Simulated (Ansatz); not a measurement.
# Energy profile

The step: CH₆BN ([BH2][NH][CH3]) + H₂ → CH₅N ([CH3][NH2]) + BH₃ (still joined by a long B–N bond); bonds formed: B1–H7, N2–H6; bonds broken: H6–H7; bonds weakened to dative contacts: B1–N2 (atoms numbered as in the saddle structure below).

```csv
atom,x (Å),y (Å),z (Å)
B1,-0.6725,1.0371,0.1001
N2,0.2765,-0.1239,0.5309
C3,0.3804,-1.2948,-0.3076
H4,-1.3183,0.8342,-0.8904
H5,-1.1662,1.6367,1.0128
H6,0.6913,1.1223,0.0293
H7,0.2746,1.9201,-0.3516
H8,0.2875,-0.3168,1.5184
H9,0.6240,-0.9932,-1.3293
H10,1.1783,-1.9555,0.0400
H11,-0.5559,-1.8664,-0.3525
```

Electronic energies by CCSD(T) at an estimated basis limit (MP2 extrapolated from triple and quadruple zeta, plus CCSD(T) − MP2 in triple zeta), on PBE0-D4/def2-TZVP structures; CH8BN, closed shell; no counterpoise correction. Program: Ansatz 0.2.0. Basis: def2-TZVPP and def2-QZVPP. Cores are frozen in the correlated methods. Extrapolation: Hartree–Fock as exp(−7.88 √X), correlation as X^−2.97.

(1) Give the profile in kJ/mol, counted from the separated reactants. (Judge from chemistry; the value comes from the calculation.)

No T1 diagnostic of these runs exceeds 0.013.

## Answers

(1) By the calculation:
```csv
point,kJ/mol
"separated: CH6BN (linked as [BH2][NH][CH3]; B1, N2, C3, H4, H5, H8, H9, H10, H11; singlet) + H2 (H6, H7; singlet)",0.0
start structure,-2.6
saddle,168.1
end structure,-10.2
"separated: BH3 (B1, H4, H5, H7; singlet) + CH5N (linked as [CH3][NH2]; N2, C3, H6, H8, H9, H10, H11; singlet)",144.1
```

For scale, one of the runs: CCSD(T)/def2-TZVPP, 205 basis functions, launched by `ansatz run in.yaml --threads 2 --pin off --events-out ev --progress --plain --max-ram 4352MiB`. Time: 48 s of wall clock on 2 CPU threads of an Intel Xeon Platinum 8259CL; the host was shared. Peak host memory: 2.8 GiB.
